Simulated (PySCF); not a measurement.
# From a log to its input

A PySCF 2.14 run on the atoms K 0 0 0; Sb 0 0 3.476 (angstrom) printed this (some set-up lines and the per-cycle HOMO/LUMO lines with their warnings removed):

```
PySCF version 2.14.0

[INPUT] verbose = 4
[INPUT] num. atoms = 2
[INPUT] num. electrons = 42
[INPUT] charge = 0
[INPUT] spin (= nelec alpha-beta = 2S) = 2
[INPUT] symmetry True subgroup None
[INPUT] Mole.unit = angstrom

nuclear repulsion = 66.5277448711277
point group symmetry = Coov
symmetry origin: [0.         0.         4.78575841]
symmetry axis x: [1. 0. 0.]
symmetry axis y: [0. 1. 0.]
symmetry axis z: [0. 0. 1.]
num. orbitals of irrep A1 = 23
num. orbitals of irrep E1x = 13
num. orbitals of irrep E1y = 13
num. orbitals of irrep E2x = 5
num. orbitals of irrep E2y = 5
number of shells = 23
number of NR pGTOs = 121
number of NR cGTOs = 59
basis = def2-svpd
ecp = {'Sb': 'def2-svpd'}

******** <class 'pyscf.scf.uhf_symm.SymAdaptedUHF'> ********
method = SymAdaptedUHF
initial guess = minao
damping factor = 0
level_shift factor = 0
DIIS = <class 'pyscf.scf.diis.CDIIS'>
diis_start_cycle = 1
diis_space = 8
diis_damp = 0
SCF conv_tol = 1e-09
SCF conv_tol_grad = None
SCF max_cycles = 50
direct_scf = True
direct_scf_tol = 1e-13
number electrons alpha = 22  beta = 20
Freeze 0 electrons in irreps []
    42 free electrons in irreps A1 E1x E1y E2x E2y
Set gradient conv threshold to 3.16228e-05
init E= -812.216409592535

cycle= 1 E= -837.688571163589  delta_E= -25.5  |g|= 1.15  |ddm|= 6.73
cycle= 2 E= -837.923185440611  delta_E= -0.235  |g|= 0.63  |ddm|= 3.65
cycle= 3 E= -838.327075340047  delta_E= -0.404  |g|= 0.173  |ddm|= 1.46
cycle= 4 E= -838.358157164674  delta_E= -0.0311  |g|= 0.0376  |ddm|= 0.459
cycle= 5 E= -838.360618994584  delta_E= -0.00246  |g|= 0.0073  |ddm|= 0.205
cycle= 6 E= -838.360800221622  delta_E= -0.000181  |g|= 0.00314  |ddm|= 0.0428
cycle= 7 E= -838.360863940601  delta_E= -6.37e-05  |g|= 0.00225  |ddm|= 0.0249
cycle= 8 E= -838.360914402118  delta_E= -5.05e-05  |g|= 0.00175  |ddm|= 0.0247
cycle= 9 E= -838.3609747125  delta_E= -6.03e-05  |g|= 0.000864  |ddm|= 0.0451
cycle= 10 E= -838.360992308428  delta_E= -1.76e-05  |g|= 0.000427  |ddm|= 0.0298
cycle= 11 E= -838.360995095181  delta_E= -2.79e-06  |g|= 9.97e-05  |ddm|= 0.0144
cycle= 12 E= -838.360995234449  delta_E= -1.39e-07  |g|= 3.82e-05  |ddm|= 0.00314
cycle= 13 E= -838.360995246736  delta_E= -1.23e-08  |g|= 8.19e-06  |ddm|= 0.00105
cycle= 14 E= -838.360995247009  delta_E= -2.73e-10  |g|= 2.39e-06  |ddm|= 9.81e-05
Extra cycle  E= -838.360995247028  delta_E= -1.93e-11  |g|= 1.33e-06  |ddm|= 1.24e-05
converged SCF energy = -838.360995247028  <S^2> = 2.0564002  2S+1 = 3.0373674

******** <class 'pyscf.mp.ump2.UMP2'> ********
nocc = (np.int64(13), np.int64(11)), nmo = (50, 50)
frozen orbitals 9
E(UMP2) = -838.49495698586  E_corr = -0.13396173883177
E(SCS-UMP2) = -838.486595335172  E_corr = -0.125600088144351
E_corr(same-spin) = -0.0405623059081993
E_corr(oppo-spin) = -0.0933994329235704
Dipole moment(X, Y, Z, Debye):  0.00000,  0.00000, -10.84109
orbital energies (hartree): [array([-0.2533, -0.2533, -0.2252, -0.0129,  0.0251,  0.0251]), array([-0.9669, -0.4724, -0.1737, -0.0138,  0.018 ,  0.018 ])]
```

Problem. Write the input that gave this log.

Solution. The input was:

```python
from pyscf import gto, scf, mp

mol = gto.M(
    atom='K 0 0 0; Sb 0 0 3.476',
    basis='def2-svpd',
    ecp={'Sb': 'def2-svpd'},
    charge=0,
    spin=2,
    symmetry=True,
    verbose=4,
)
mf = scf.UHF(mol)
mf.kernel()
mp.MP2(mf, frozen=9).kernel()
mf.dip_moment()
print('orbital energies (hartree):', [e[max(0, n-3):n+3].round(4) for e, n in zip(mf.mo_energy, mol.nelec)])
```

The bond length is a typed value, not an optimised one. No search for the lowest solution was made.
